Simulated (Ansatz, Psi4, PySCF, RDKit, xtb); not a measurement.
Noncovalent pair: SiH4 (SMILES [SiH4]) (first 5 atoms) with C2H6 (SMILES CC); geometry from B3LYP-D3(BJ)/def2-TZVP, rigid monomers moved along the line of their centres of mass till Si1···C6 is 3.39 Å.
(charge 0, multiplicity 1):
```xyz
13

Si    -0.01942     0.30518     0.28514
H     -1.49070     0.40064     0.41076
H      0.43567    -1.01324     0.77953
H      0.61669     1.37666     1.08328
H      0.36472     0.45690    -1.13689
C     -0.73127    -0.06236     3.58243
C      0.74879    -0.22209     3.91608
H     -1.07262    -0.84597     2.90311
H     -0.92969     0.89928     3.10502
H     -1.34945    -0.11555     4.48072
H      0.94571    -1.18308     4.39527
H      1.08884     0.56172     4.59571
H      1.36655    -0.16955     3.01781
```

Counterpoise-corrected where a basis set is named; no monomer relaxation. Rows marked so take none. RDKit's UFF carries no charges.

Cores are frozen in the correlated methods. Rows in 6-31G*, STO-3G carry no dispersion term and start afresh at each structure (6-31G* with six Cartesian d functions).

Codes used: Ansatz (Gaussian basis) for Hartree–Fock, density functionals and correlated methods; Psi4 for SAPT; PySCF for 6-31G* rows, STO-3G rows, the dispersion terms; RDKit for the force fields; xtb for the GFN methods. 

```json
[
 {"level": "UFF", "interaction energy (kJ/mol)": "-0.2"},
 {"level": "GFN2-xTB", "interaction energy (kJ/mol)": "0.3"},
 {"level": "HF/STO-3G (no counterpoise)", "interaction energy (kJ/mol)": "11.8"},
 {"level": "HF/6-31G*", "interaction energy (kJ/mol)": "13.8"},
 {"level": "HF/6-31G* (no counterpoise)", "interaction energy (kJ/mol)": "12.6"},
 {"level": "B3LYP-D4/def2-TZVPPD", "interaction energy (kJ/mol)": "-1.2"},
 {"level": "PBE0-D4/def2-TZVPPD", "interaction energy (kJ/mol)": "-2.4"},
 {"level": "CCSD(T)/aug-cc-pV(D+d)Z", "interaction energy (kJ/mol)": "0.7"},
 {"level": "SAPT0/jun-cc-pV(D+d)Z", "interaction energy (kJ/mol)": "…"}
]
```

Q: Complete the blanks.

A: 
- SAPT0/jun-cc-pV(D+d)Z, interaction energy (kJ/mol): 3.1

Ansatz is a program for electronic structure.
